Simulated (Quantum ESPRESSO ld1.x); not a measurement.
Valence configurations of Yb I (all share [Xe]). All-electron calculation, Dirac Kohn-Sham, PBE, spin-unpolarised, spherical densities, point nucleus; open shells are shared between the two j in proportion to 2j + 1. Program: ld1.x of Quantum ESPRESSO 7.5. Energies are relative to 4f14 6s2; eigenvalues in eV.

| valence | E (eV) | e(4f5/2) | e(4f7/2) | e(5d3/2) | e(5d5/2) | e(6p1/2) |
|---|---|---|---|---|---|---|
| 4f14 6s2 | 0.000 | -3.759 | -2.443 | - | - | - |
| 4f13.5 5d0.5 6s2 | 1.808 | -7.013 | -5.659 | -1.457 | -1.207 | - |
| 4f14 6s1 6p1 | 2.907 | -5.317 | -4.000 | - | - | -1.995 |
| 4f14 5d1 6s1 | 3.253 | -3.540 | -2.225 | -0.824 | -0.665 | - |
| 4f13.5 5d1.5 6s1 | 4.879 | -6.321 | -4.968 | -1.191 | -0.975 | - |
| 4f14 6p2 | 6.011 | -6.730 | -5.413 | - | - | -2.570 |
| 4f14 5d1 6p1 | 6.029 | -4.663 | -3.347 | -1.610 | -1.413 | -1.975 |
| 4f14 5d2 | 6.509 | -3.539 | -2.223 | -0.978 | -0.829 | - |
| 4f13 6s1 6p2 | 9.817 | -14.923 | -13.529 | - | - | -3.047 |
| 4f13 5d1 6p2 | 11.768 | -13.101 | -11.709 | -4.151 | -3.776 | -2.779 |

NIST lists [Xe] 4f14 6s2 as the ground configuration; this level of theory agrees among the configurations tried. The energies are those of spherical spin-averaged densities, not of single terms.
